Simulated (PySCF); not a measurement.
C7H7FOS.
Atom-mapped SMILES: `[CH3:1][c:2]1[cH:3][s:4][c:5]([C:6](=[O:7])[F:8])[c:9]1[CH3:10]`

NICS is the negative of the GIAO shielding at a point without a nucleus: at the ring centre (0) and 1 Å above and below it (1); zz is the component along the ring normal. Level: GIAO PBE0/pcSseg-1 (PySCF, non-relativistic, gas phase) on the GFN2-xTB geometry, one conformer.

Ring bond lengths (Å), with Mayer bond orders in brackets: C2–C3 1.366 (1.54), C3–S4 1.707 (1.20), S4–C5 1.740 (1.15), C5–C9 1.384 (1.38), C9–C2 1.417 (1.26).

Problem. What do the NICS probes read (ppm)?

Solution. 
```
          ring                                               type  NICS(0)  NICS(1), two faces  NICS(1)zz, two faces  rms pucker (Å)  centre to ring atoms, mean (Å)
C2–C3–S4–C5–C9  5-membered ring with S; formal bonds all aromatic    -11.7       -11.0 / -11.0         -23.6 / -23.5            0.00                            1.29
```

Problem. What can be read from them?

Solution. 
- C2–C3–S4–C5–C9: mean NICS(1)zz -23.5 ppm, shielded. For a flat ring without four-coordinate atoms the NICS criterion counts such a value as aromatic.

Problem. And the bond-length index? HOMA = 1 − mean of α(R − Ropt)² over the ring bonds, with Krygowski's 1993 parameters (CC: Ropt 1.388 Å, α 257.7 Å⁻²; CS: Ropt 1.677 Å, α 94.09 Å⁻²).

Solution. 
- C2–C3–S4–C5–C9: HOMA 0.84; the largest term is that of S4–C5, α(R − Ropt)² = 0.38. The geometric and the magnetic index point the same way.

Problem. At the first NICS(1) probe listed for ring C2–C3–S4–C5–C9, 1 Å off the ring, how large is the induced field along the normal in 14.1 T applied along it?

Solution. NICSzz × B0 = -23.6 ppm × 14.1 T = -333 μT, against the applied field.

The values belong to the conformer `[CH3:1][c:2]1[cH:3][s:4][c:5]([C:6](=[O:7])[F:8])[c:9]1[CH3:10]`: S4–C5–C6–O7 -178°.
